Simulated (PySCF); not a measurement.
**Relative stability**

The two ends of one reaction step of BNH₆O₂, singlet (PBE0-D4/def2-TZVP).

A:

```xyz
10
angstrom
B 0.5023 0.2498 0.0919
H 0.8765 0.6843 1.1735
O 0.1113 1.2325 -0.8744
O 1.2884 -0.8134 -0.4444
H -1.5899 0.0450 1.0122
N -0.9553 -0.5466 0.4872
H 0.2682 2.1201 -0.5569
H 1.4959 -0.6156 -1.3593
H -1.4024 -0.8175 -0.3840
H -0.7522 -1.3842 1.0220
```

B:

B1  (0.247, -0.457, -0.592)
H2  (0.043, 1.879, 2.466)
O3  (0.658, 0.538, -1.451)
O4  (1.126, -1.474, -0.322)
H5  (-0.159, 1.323, 2.008)
N6  (-1.020, -0.486, 0.032)
H7  (0.016, 1.234, -1.592)
H8  (1.959, -1.347, -0.779)
H9  (-1.752, 0.177, -0.133)
H10  (-1.280, -1.246, 0.634)
(Å)

Computed with PySCF 2.14 with density fitting (its default auxiliary sets; JK sets also for MP2 and CCSD(T)) (basis: def2-TZVPP); correlated methods freeze the cores. B3LYP uses VWN-RPA correlation.

Question: Which structure is lower at CCSD(T), and by how much? (An estimate is asked for; the value comes from the calculation.)

Answer: Computed: B, by 0.531 eV (electronic energy, against the other). By their contacts, A is BNH₆O₂ ([NH3][BH]([OH])[OH]) and B is a complex of BNH₄O₂ ([NH2][B]([OH])[OH]) + H₂.

All methods give the same order:

```tsv
method	E(B) − E(A) (eV)
SPW92	-0.325
PBE-D4	-0.534
r2SCAN-D4	-0.587
PBE0-D4	-0.516
B3LYP-D4	-0.653
BHLYP-D4	-0.633
wB97M-V	-0.574
HF	-0.803
MP2	-0.547
CCSD	-0.551
CCSD(T)	-0.531
```

The T1 diagnostic stays at or below 0.011.

Labels in which every atom is bracketed show which atoms are joined, not bond orders.

For scale, one of the runs: CCSD(T)/def2-TZVPP, 208 basis functions, launched by `OMP_NUM_THREADS=4 python run.py`. Time: 8.8 min of wall clock on 4 CPU threads of an Arm Neoverse V1; the host was shared. Peak host memory: 3.2 GiB.
